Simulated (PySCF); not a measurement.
Gas-phase reaction: HfCl4 + O2 ⇌ HfO2 + 4 Cl

Method: PySCF energies plus ideal-gas RRHO corrections (1 bar). † marks an energy on the PBE0/def2-TZVP geometry and frequencies; other levels use their own. MP2 and CCSD(T) freeze the core. Open shells (unrestricted): O2 (multiplicity 3), Cl (multiplicity 2); the rest are closed-shell singlets. Spin-orbit splitting is ignored; it lowers the true energy and changes the entropy of Cl. B3LYP is the form with VWN-RPA correlation. Hf: scalar-relativistic def2 core potential, no spin-orbit coupling. MP2 isn't extrapolated to the basis-set limit. CCSD(T) isn't extrapolated to the basis-set limit. Warning, large T1 diagnostic: HfO2 (CCSD(T)/def2-SVP†).

```json
[
 {"level": "B3LYP/def2-TZVP†", "ΔH°(298 K), kJ": "(withheld)"},
 {"level": "CCSD(T)/def2-SVP†", "ΔH°(298 K), kJ": "1123"},
 {"level": "MP2/def2-SVP†", "ΔH°(298 K), kJ": "1103"},
 {"level": "MP2/def2-TZVPP†", "ΔH°(298 K), kJ": "1156"},
 {"level": "PBE/def2-SVP", "ΔH°(298 K), kJ": "1223"},
 {"level": "PBE0/def2-SVP†", "ΔH°(298 K), kJ": "(withheld)"},
 {"level": "PBE0/def2-TZVP", "ΔH°(298 K), kJ": "(withheld)"},
 {"level": "r2SCAN/def2-TZVP†", "ΔH°(298 K), kJ": "(withheld)"},
 {"level": "ωB97M-V/def2-TZVP†", "ΔH°(298 K), kJ": "1223"},
 {"level": "ωB97X-V/def2-TZVP†", "ΔH°(298 K), kJ": "1228"}
]
```

Fill in the missing entries.


- B3LYP/def2-TZVP†, ΔH°(298 K), kJ: 1141
- PBE0/def2-SVP†, ΔH°(298 K), kJ: 1229
- PBE0/def2-TZVP, ΔH°(298 K), kJ: 1209
- r2SCAN/def2-TZVP†, ΔH°(298 K), kJ: 1222
